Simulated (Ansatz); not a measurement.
Consider the hydrogenolysis of the Al–S bond: `[NH2][Al]([OH])[SH]` + H₂ → `[NH2][AlH][OH]` + H₂S.

Calculated with Ansatz (gas phase, PBE0-D4/def2-TZVP geometries, no zero-point term in ΔE). CCSD(T)/CBS is the MP2 limit (def2-TZVPP, def2-QZVPP) plus CCSD(T) − MP2 in def2-TZVPP, frozen cores. This one scheme is used for every species. Functionals use def2-TZVPP. B3LYP here is the variant with VWN-RPA as its local correlation; programs differ in this. Each species was taken in one conformer, which may not be the lowest.

`[NH2][Al]([OH])[SH]`:

Z-matrix (Å, degrees):
```
N
Al 1 1.761
H 1 1.006 2 125.7
H 1 1.007 2 124.1 3 -180.0
O 2 1.693 1 123.7 3 -0.0
S 2 2.178 1 119.4 3 -179.9
H 5 0.955 2 125.1 1 0.1
H 6 1.344 2 91.5 1 179.9
```

H₂:

Cartesian coordinates in Å:
```
H 0.100 -0.284 0.220
H -0.100 0.284 -0.220
```

`[NH2][AlH][OH]`:

```xyz
7

N     0.354   -1.007    0.804
Al   -0.417    0.182   -0.240
O     0.568    1.424   -0.846
H     1.327   -1.003    1.065
H    -0.122   -1.788    1.224
H    -1.955    0.078   -0.586
H     0.245    2.115   -1.420
```

H₂S:

Cartesian coordinates in Å:
```
S 0.542 -0.147 -0.262
H -0.578 0.440 -0.710
H 0.036 -0.293 0.972
```

CCSD(T)/CBS gives +90.7 kJ/mol.

Question: Another level gave +95.4 kJ/mol. Which?
A. revPBE/def2-TZVPP
B. MP2/def2-TZVPP
C. B3LYP/def2-TZVPP
D. PBE0-D4/def2-TZVPP

Answer: B. MP2/def2-TZVPP 95.4, PBE0-D4 89.7, revPBE 83.1, B3LYP 78.4 kJ/mol.

Largest T1 diagnostic among the species: 0.011.

Leaving LDA and LC-ωPBE aside and taking each functional with its dispersion term where it has one, the values, not all of them listed here, spread over 16.8 kJ/mol, from B97M-V to r2SCAN-D4. The D4 term adds +8.2 kJ/mol with B3LYP and +4.5 kJ/mol with PBE0; it sums over pairs of atoms, weighted by their polarisabilities, and B3LYP, whose exchange is more repulsive, gets the larger term. In def2-TZVPP, CCSD(T) changes the Hartree–Fock value by +14.3 kJ/mol (the triples alone add +4.0 kJ/mol) and MP2 by +22.9 kJ/mol.
